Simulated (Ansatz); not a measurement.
Ideal-gas functions of CH5AlOS (`[AlH2][O]CS`) at 800 K and 1 bar, from an Ansatz frequency run at PBE0-D4/def2-TZVP.

Molar mass 92.1 g/mol, point group C1 (symmetry number 1), electronic degeneracy 1, moments of inertia 72.139, 126.096, 182.561 u Å². Harmonic wavenumbers (cm⁻¹, unscaled): 105, 217, 311, 388, 492, 563, 573, 653, 692, 760, 778, 1039, 1175, 1234, 1321, 1504, 1919, 1926, 2702, 3015, 3079.

Use S(trans) = R[1.5 ln M + 2.5 ln T − 1.1517]; rotational temperatures θ = 24.2544 K / I; S(rot) = R[ln(√π/σ · √(T³/θAθBθC)) + 1.5]; for each mode x = 1.438777 ν̃/T, S = R[x/(eˣ − 1) − ln(1 − e⁻ˣ)] and H = RT x/(eˣ − 1); 1 cm⁻¹ = 0.0119627 kJ/mol; R = 8.31446 J/(mol·K).

Question: By hand: the entropy, in J/(mol·K).

Answer: Translation 185.8. Rotation: θ = 0.3362, 0.1923, 0.1329 K, giving 120.4. Vibration, mode by mode: 22.19, 16.19, 13.25, 11.47, 9.60, 8.56, 8.42, 7.44, 7.01, 6.33, 6.17, 4.23, 3.49, 3.21, 2.84, 2.19, 1.21, 1.20, 0.38, 0.24, 0.21, in all 135.8. Electronic 0.0. Sum 442.0 J/(mol·K).

Question: By hand: H − E and G − E in kJ/mol, counted from the electronic energy.

Answer: Zero-point energy ½ × 24446 × 0.0119627 = 146.2; thermal vibration 56.8; translation, rotation and pV give 4 RT = 26.6. H − E = 229.6 kJ/mol, and G − E = 229.6 − 800 × 442.0/1000 = -124.0 kJ/mol.

Vibration gives 31 % of the entropy, 22.2 J/(mol·K) of it from the mode under 150 cm⁻¹: soft modes count most, and the harmonic formula is weakest for them. The sum counts one conformer and one mirror image; others add a mixing term.
